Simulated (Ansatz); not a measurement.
The cluster B6N. Charge 0, multiplicity 2. Geometry B3LYP-D4/def2-SVP, basis def2-TZVP, Ansatz.

```xyz
7

N    -0.7923   -0.4323    0.2026
B     0.1048    0.0302   -1.3289
B    -0.6615    1.0418   -0.3875
B     0.2475    0.1483    1.2610
B    -0.7459    1.3963    1.1682
B     0.8547   -1.3407   -1.1981
B     0.9927   -0.8437    0.2826
```

```tsv
run	HOMO (eV)	LUMO (eV)
A	-6.06	-4.97
B	-6.19	-4.72
C	-8.94	-2.18
D	-8.83	-2.38
E	-6.94	-4.03
```

Another isomer (doublet) lies 3.08 eV lower at PBE0-D4/def2-TZVP; other spin states weren't run for this one.

HOMO and LUMO are taken over both spins.

**Question.** The runs used PBE, PBE0, r2SCAN, ωB97M-V, ωB97X-V. Estimate which is which.

**Answer.** A PBE (0 % exact exchange); B r2SCAN (0 % exact exchange); C ωB97X-V (range-separated); D ωB97M-V (range-separated); E PBE0 (25 % exact exchange). Exact exchange lowers occupied and raises empty levels; among semilocal functionals meta-GGAs tend to open the gap a little, and such runs are hard to tell apart. The gap grows from 1.09 eV (PBE) to 6.76 eV (ωB97X-V). At PBE-D4/def2-TZVP, r2SCAN-D4/def2-TZVP, ωB97X-V/def2-TZVP, ωB97M-V/def2-TZVP and others the charge 0 doublet is spin-contaminated (final ⟨S²⟩ up to 1.00, 0.75 for a pure state).
